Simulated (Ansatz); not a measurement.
Calculated with Ansatz (gas phase, PBE0-D4/def2-TZVP geometries, no zero-point term in ΔE). CBS: MP2 limit from def2 TZ/QZ plus the TZ coupled-cluster correction, frozen cores. This one scheme is used for every species. Functionals use def2-TZVPP. def2 core potentials past Kr. For Ta outer-core shells are correlated without core-valence functions, which leaves a few kJ/mol of doubt a bond. Each species was taken in one conformer, which may not be the lowest.

Reaction (substitution at a C–N bond): `CC(C)(C)[N]=[Ta]([NH2])([NH2])[OH]` + HCl → `CC(C)(C)Cl` + `[NH]=[Ta]([NH2])([NH2])[OH]`

```json
{"level": "r2SCAN-D4", "ΔE (kJ/mol)": "4.7"}
{"level": "ωB97M-V", "ΔE (kJ/mol)": "3.9"}
{"level": "BLYP", "ΔE (kJ/mol)": "-2.9"}
{"level": "CCSD/def2-SVP", "ΔE (kJ/mol)": "26.1"}
{"level": "SCS-MP2/def2-TZVPP", "ΔE (kJ/mol)": "20.7"}
{"level": "CCSD/def2-TZVPP", "ΔE (kJ/mol)": "15.0"}
{"level": "MP2/def2-QZVPP", "ΔE (kJ/mol)": "22.0"}
{"level": "MP2/CBS(def2)", "ΔE (kJ/mol)": "19.3"}
```

Task: What does CCSD(T)/CBS give? (Best estimate.)

Result: The calculation gave: +11.0 kJ/mol. The listed levels differ from it by -6.3, -7.1, -13.9, 15.1, 9.7, 4.0, 11.0, 8.3 kJ/mol.

Largest T1 diagnostic among the species: 0.018.

The D4 term adds +10.2 kJ/mol with B3LYP and +7.1 kJ/mol with PBE0; it sums over pairs of atoms, weighted by their polarisabilities, and B3LYP, whose exchange is more repulsive, gets the larger term. At CCSD(T), def2-SVP lies +18.1 kJ/mol from the extrapolated value and def2-TZVPP +6.5 kJ/mol.

B3LYP here is the variant with VWN-RPA as its local correlation; programs differ in this.
